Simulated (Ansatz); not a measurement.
Two members of one family (Series GeH2X2), computed with Ansatz in the gas phase; def2 core potentials for I, no spin–orbit coupling. The two geometries come from different levels. Binding counts from free atoms in the multiplicity of their measured ground term, without zero-point energy. A dash marks a value that wasn't run or was left out as unsound. The structures are stationary points that may keep the symmetry of their start. Remarks come from the PBE and PBE0 runs and from stability tests at other levels; not every state was tested. HOMO above LUMO (over both spins in singlets and doublets, within one spin in higher multiplets; at PBE or PBE0), or a gap under 0.15 eV within one spin, warns that the state may not be the lowest or that an electron is smeared out.

First: GeCl2H2 (singlet, charge 0, r2SCAN-D4/def2-TZVP geometry).

| atom | x (Å) | y (Å) | z (Å) |
| --- | --- | --- | --- |
| Ge1 | -0.059 | 0.076 | 0.149 |
| Cl2 | 1.904 | -0.721 | -0.167 |
| Cl3 | -1.193 | -0.202 | -1.646 |
| H4 | 0.072 | 1.576 | 0.403 |
| H5 | -0.725 | -0.730 | 1.262 |

| level | HOMO (eV) | LUMO (eV) | gap (eV) | vertical IE (eV) | vertical triplet (eV) | binding per atom (eV) |
| --- | --- | --- | --- | --- | --- | --- |
| PBE-D4/def2-SVP | -7.43 | -1.34 | 6.09 | – | – | 2.73 |
| PBE-D4/def2-TZVP | -7.63 | -1.69 | 5.95 | 10.65 | 5.81 | 2.74 |
| r2SCAN-D4/def2-TZVP | -8.00 | -1.39 | 6.61 | 10.91 | 6.14 | 2.77 |
| PBE0-D4/def2-SVP | -8.87 | -0.36 | 8.51 | – | – | 2.71 |
| BHLYP-D4/def2-TZVP | -10.27 | 0.30 | 10.56 | – | – | 2.65 |

Second: GeI2H2 (singlet, charge 0, PBE0-D4/def2-SVP geometry).

```
atom    x (Å)    y (Å)    z (Å)
 Ge1   0.0469  -0.0349  -0.2290
  I2   1.3957  -0.9867   1.6619
  I3  -1.8635   1.3347   0.6545
  H4  -0.5354  -1.2006  -1.0376
  H5   0.9562   0.8875  -1.0498
```

Estimate the same table for the second.


```csv
level,HOMO (eV),LUMO (eV),gap (eV),vertical IE (eV),vertical triplet (eV),binding per atom (eV)
PBE-D4/def2-SVP,-6.47,-2.62,3.85,–,–,2.32
PBE-D4/def2-TZVP,-6.57,-2.74,3.83,9.21,3.85,2.33
r2SCAN-D4/def2-TZVP,-6.87,-2.56,4.31,9.41,4.02,2.34
PBE0-D4/def2-SVP,-7.62,-1.84,5.78,–,–,2.30
BHLYP-D4/def2-TZVP,-8.60,-1.08,7.52,–,–,2.25
```

Remarks: gap within one spin near zero at PBE or PBE0 (+1 doublet), gap within one spin near zero at PBE or PBE0 (triplet).
